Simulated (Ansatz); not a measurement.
Problem. Name a neutral molecule of C, F, Se, Si and H with HOMO–LUMO gap (B3LYP/def2-TZVPP) between 6.30 and 6.60 eV and size of the dipole moment (PBE/def2-TZVPP) between 2.40 and 2.70 D (Ansatz, PBE0-D4/def2-TZVP geometry).

Solution. `C[Si](C)(F)[SeH]` (6.49 eV, 2.49 D). Other molecules can fit too; these were computed, each in one conformer that needn't be the lowest.

B3LYP here is the variant with VWN-RPA as its local correlation; programs differ in this.
